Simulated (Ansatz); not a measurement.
`[NH]=[Mo](=[NH])([OH])[OH]`. The species carries charge 0 and has multiplicity 1. Mo: def2 effective core potential. Geometry: relaxed with PBE0-D4/def2-TZVP. It is one conformer, not always the lowest.

```xyz
9

N    -0.235    0.728    1.468
Mo    0.031    0.070   -0.104
N    -0.172   -1.643   -0.111
O     1.811    0.435   -0.633
O    -1.240    0.848   -1.271
H    -0.460    0.677    2.452
H    -0.370   -2.538    0.313
H     2.292    1.132   -0.181
H    -1.658    0.292   -1.932
```

Question: What is the dipole moment at r2SCAN/def2-TZVPP? (Estimate.)

Answer: Computed: 1.38 D, with components (-0.33, -0.74, 1.11) D in this frame, pointing from negative to positive charge.

Question: And with PBE, B3LYP, ωB97M-V? (Estimate.)

Answer: Ansatz gave: PBE 1.33 D, B3LYP 1.49 D, ωB97M-V 1.59 D.

Question: Give the Mulliken charges with r2SCAN, ωB97M-V, PBE in def2-TZVPP. (An estimate is asked.)

Answer: Computed: 
```tsv
atom	r2SCAN	ωB97M-V	PBE
N1	-0.64	-0.57	-0.58
Mo2	1.55	1.47	1.35
N3	-0.64	-0.57	-0.58
O4	-0.54	-0.51	-0.48
O5	-0.54	-0.51	-0.48
H6	0.18	0.14	0.18
H7	0.18	0.14	0.18
H8	0.22	0.20	0.21
H9	0.22	0.20	0.21
```

B3LYP here is the variant with VWN-RPA as its local correlation; programs differ in this.
